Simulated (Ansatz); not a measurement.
Geometry optimisation, DFT PBEsol, scalar-relativistic, plane waves, PAW (Ansatz 0.2.0).

input.yaml

```yaml
crystal:
  lattice:
    - [7.398, 0.0, 0.0]
    - [-3.699, 6.406856, 0.0]
    - [0.0, 0.0, 13.0]
  atoms:
    - { symbol: C, position: [0.0, 0.0, 0.0769231] }
    - { symbol: C, position: [0.2222222, 0.1111111, 0.0769231] }
    - { symbol: C, position: [0.0, 0.3333333, 0.0769231] }
    - { symbol: C, position: [0.2222222, 0.4444444, 0.0769231] }
    - { symbol: C, position: [0.0, 0.6666667, 0.0769231] }
    - { symbol: C, position: [0.2222222, 0.7777778, 0.0769231] }
    - { symbol: C, position: [0.3333333, 0.0, 0.0769231] }
    - { symbol: C, position: [0.5555556, 0.1111111, 0.0769231] }
    - { symbol: C, position: [0.3333333, 0.3333333, 0.0769231] }
    - { symbol: C, position: [0.5555556, 0.4444444, 0.0769231] }
    - { symbol: C, position: [0.3333333, 0.6666667, 0.0769231] }
    - { symbol: C, position: [0.5555556, 0.7777778, 0.0769231] }
    - { symbol: C, position: [0.6666667, 0.0, 0.0769231] }
    - { symbol: C, position: [0.8888889, 0.1111111, 0.0769231] }
    - { symbol: C, position: [0.6666667, 0.3333333, 0.0769231] }
    - { symbol: C, position: [0.8888889, 0.4444444, 0.0769231] }
    - { symbol: C, position: [0.6666667, 0.6666667, 0.0769231] }
    - { symbol: C, position: [0.8888889, 0.7777778, 0.0769231] }
    - { symbol: Si, position: [0.9175446, 0.3738767, 0.2146154], spin: 1.0 }
magnetization:
  spin_polarized: true
basis:
  ecutwfc: 420.0
kpoints:
  mp_grid: { grid: [2, 2, 1] }
hamiltonian:
  xc: pbesol
scf:
  occupations: { method: fermi_dirac, width: 0.05 }
  lower_state_search: "off"
relax:
  f_tol: 0.03
  max_steps: 60
  adjacent_minimum: "off"
```

Launched with:

```bash
$ ansatz run input.yaml --threads 2 --pin off --max-ram 5120MiB --backend cpu --events-out ev --progress --plain --runs-dir out
```

Question: Where does it end, and by what steps?

Answer: The forces met the threshold. Limits of this set-up: coarse k mesh, slab without dipole correction, a typed lattice constant that wasn't relaxed here. After 5 steps the energy has fallen by 0.279 eV; Si19 moved furthest, 0.26 Å.

```tsv
step	energy less start (eV)	largest force component (eV/Å)	accepted
0	0.0000	2.499	yes
1	-0.1786	1.548	yes
2	-0.2663	0.284	yes
3	-0.2780	0.072	yes
4	-0.2790	0.041	yes
5	-0.2791	0.004	yes
```

```xyz
19
Lattice="7.3980 0.0000 0.0000 -3.6990 6.4069 0.0000 0.0000 0.0000 13.0000" Properties=species:S:1:pos:R:3
C -0.006 -0.009 1.001
C 1.224 0.708 0.989
C -1.230 2.125 1.029
C 0.006 2.855 1.007
C -2.469 4.284 1.007
C -1.237 4.985 0.953
C 2.455 -0.003 0.954
C 3.687 0.700 0.953
C 1.230 2.131 1.001
C 2.454 2.842 1.001
C -0.003 4.273 0.953
C 1.229 4.976 0.954
C 4.921 -0.012 0.953
C 6.153 0.689 1.008
C 3.679 2.118 1.008
C 4.914 2.849 1.028
C 2.460 4.266 0.989
C 3.690 4.983 1.001
Si 5.539 2.484 3.000
```

Whether the end is a true minimum wasn't checked by a vibrational analysis.

Time of the run: 100 s on 2 threads of Intel(R) Xeon(R) Platinum 8259CL CPU @ 2.50GHz (Skylake/Cascade Lake) (shared host), peak memory 1 GiB.
